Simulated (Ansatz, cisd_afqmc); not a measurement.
Species: GaGeH$_{5}$, charge 0, singlet. GaGeH5 (SMILES [GaH2][GeH3]).
B3LYP-D3(BJ)/def2-TZVP minimum from Ansatz (an electronic-structure program):
```
Ge
H 1 1.5413
H 1 1.5437 2 107.40
H 1 1.5442 2 107.29 3 114.21
Ga 1 2.4585 2 113.67 4 122.60
H 5 1.5739 1 121.51 2 -2.92
H 5 1.5745 6 118.91 1 179.82
```
Charge 0, spin multiplicity 1.

Atomisation energy term by term, kcal/mol (programs: Ansatz, cisd_afqmc). Open shells are spin-unrestricted; no spin-orbit coupling. Cores are frozen in correlated methods (noble-gas shells, and filled d and f shells in the p block). No relativity. AFQMC/CISD: phaseless, guided by CISD from CCSD amplitudes; bars are statistical, one sigma. Outlying blocks are dropped, and bars are widened where a walk drifts. Over all cases where full CI ran beside it in this data, AFQMC minus full CI had a median of +0.1 mEh and passed +0.4 mEh in a tenth of the cases. CBS(X,Y): correlation extrapolated as X^-3, Hartree-Fock from the larger set. A bracket is a step between two methods taken in the basis named. Where a partner has so few electrons that a lower coupled-cluster level is exact, that level stands in.

| term | basis | kcal/mol |
|---|---|---|
| Hartree-Fock | cc-pVQZ | 290.74 |
| CCSD correlation | CBS(cc-pVTZ,cc-pVQZ) | 93.52 |
| (T) | CBS(cc-pVTZ,cc-pVQZ) | 2.80 |
| CCSDT(Q) - CCSD(T) | cc-pVTZ | 0.30 |
| CCSDTQ - CCSDT(Q) | cc-pVDZ | 0.01 |
| sum: De |  | 387.4 |

The step beyond CCSD(T) by other levels: CCSDTQ in cc-pVDZ 0.39; AFQMC/CISD in cc-pVDZ 0.21 ± 0.14; CCSDT(Q) in cc-pVDZ 0.38 kcal/mol.
